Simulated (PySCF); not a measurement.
Compound: C7H12BN.
Cartesian coordinates in Å at the PBE0-D3(BJ)/def2-SVP level; atoms count from 1:
```xyz
21
C7H12BN angstrom
B     -1.866   -0.927   -0.177
N     -0.881    0.328   -0.136
C     -1.420    1.558   -0.132
C     -0.644    2.700   -0.096
C      0.739    2.559   -0.062
C      1.316    1.290   -0.065
C      2.808    1.135   -0.029
C      0.462    0.169   -0.104
C      0.980   -1.225   -0.113
H     -1.645   -1.594    0.831
H     -3.002   -0.477   -0.200
H     -1.594   -1.570   -1.188
H     -2.509    1.581   -0.160
H     -1.120    3.681   -0.094
H      1.383    3.442   -0.032
H      3.136    0.567    0.856
H      3.297    2.117    0.003
H      3.183    0.602   -0.916
H      0.625   -1.749   -1.014
H      2.073   -1.261   -0.070
H      0.554   -1.786    0.732
```

Method: PySCF, TDDFT PBE0/def2-SVPD, vertical, gas phase, core orbitals frozen in the response.

Ground-to-excited transition dipoles (e·a0, same axes as the geometry; the sign carries no meaning), for the states with f of 0.002 or more among the lowest 10:

```tsv
state	E (eV)	μx	μy	μz
S2	4.807	-0.570	-0.969	-0.025
S3	4.972	0.358	-0.090	0.007
S5	5.627	-0.828	0.563	-0.011
S6	6.224	0.686	0.824	0.030
S7	6.350	0.003	-0.002	-0.185
S8	6.766	0.005	0.004	-0.291
S10	7.120	-0.004	0.027	0.280
```

(1) What oscillator strength does each state have?

(2) Label these states by symmetry in Cs.

(3) What angle do the transition dipoles of S2 and S6 make?

(4) How is the summed strength of these states shared among x, y and z?

(5) What peak molar absorption coefficient would the strongest computed level give as a lone Gaussian band 0.4 eV wide at half height?

## Answers

(1) f = (2/3) ΔE |μ|² with ΔE in hartree (27.2114 eV).

| state | \|μ\|² (au) | \|μ\| (D) | f |
| --- | --- | --- | --- |
| S2 | 1.264 | 2.86 | 0.149 |
| S3 | 0.136 | 0.94 | 0.017 |
| S5 | 1.003 | 2.55 | 0.138 |
| S6 | 1.151 | 2.73 | 0.175 |
| S7 | 0.034 | 0.47 | 0.005 |
| S8 | 0.085 | 0.74 | 0.014 |
| S10 | 0.079 | 0.72 | 0.014 |

(2) From a totally symmetric ground state, an allowed state transforms like the component of the dipole operator along its μ. Polarised normal to the mirror plane, so A″: S7, S8 and S10. Polarised in the mirror plane, so A′: S2, S3, S5 and S6.

(3) |cos θ| = |μa·μb| / (|μa| |μb|) = 0.99, so θ ≈ 9° (taken between 0 and 90°, since the signs are arbitrary).

(4) (2/3) Σ ΔE μα² gives 0.220 for x, 0.259 for y and 0.033 for z, 0.512 in all.

(5) ε(max) = 2.175×10⁸ f / FWHM, with the width in cm⁻¹. S6: 2.175×10⁸ × 0.1755 / 3226 ≈ 12000 L mol⁻¹ cm⁻¹.
